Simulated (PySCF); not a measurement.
## Gas-phase XPS of `F[BH-]1[NH2+][BH2-][NH2+]1`, computed

Compound: B2FH7N2.
Geometry (PBE0-D3(BJ)/def2-SVP, Å), atoms numbered from 1 in this order:
```
atom  x, y, z in Å
F1     1.737    0.092   -1.160
B2     0.974   -0.058   -0.022
N3    -0.256   -1.036   -0.287
B4    -1.214    0.171    0.139
N5     0.012    1.196    0.188
H6     1.582   -0.346    0.995
H7    -0.327   -1.313   -1.264
H8    -0.289   -1.871    0.291
H9    -2.030    0.452   -0.719
H10   -1.676   -0.010    1.249
H11    0.142    1.712    1.053
H12    0.052    1.851   -0.591
```

The calculation used delta-SCF UKS SCAN, pcX-2 on the ionised atom, pcseg-1 elsewhere, spin-free X2C (PySCF). Vertical ΔSCF values, vacuum level as zero.

**Question.** Give the core binding energies atom by atom.

**Answer.** 
| atom(s) | bonded to | level | binding energy (eV) | above the level's lowest (eV) | count |
| --- | --- | --- | --- | --- | --- |
| F1 | B | F 1s | 691.72 | 0.00 | 1 |
| B2 | F, 2 N and H | B 1s | 197.16 | +1.73 | 1 |
| N3/N5 | 2 H and 2 B | N 1s | 406.19 | 0.00 | 2 |
| B4 | 2 N and 2 H | B 1s | 195.43 | 0.00 | 1 |

Lowest listed B 1s: B4, bonded to 2 N and 2 H. Highest, 1.73 eV above it: B2, bonded to F, 2 N and H.

**Question.** Which effective nuclear charge Zeff reproduces each element's mean 1s value in the hydrogen-like formula E = 13.606 eV × Zeff²?

**Answer.** B (Z = 5): mean 196.3 eV, Zeff = 3.80, Z − Zeff = 1.20; N (Z = 7): mean 406.2 eV, Zeff = 5.46, Z − Zeff = 1.54; F (Z = 9): mean 691.7 eV, Zeff = 7.13, Z − Zeff = 1.87. Means run over the listed sites, weighted by atom count.

**Question.** Express the binding energy of N 1s of N3/N5 in atomic units and per mole.

**Answer.** 406.19 eV = 14.9272 Eh = 39191 kJ/mol.

Atoms equivalent by their bonding share one computed value, that of the first of them. Geometry: PBE0-D3(BJ)/def2-SVP, one conformer, isolated molecule.
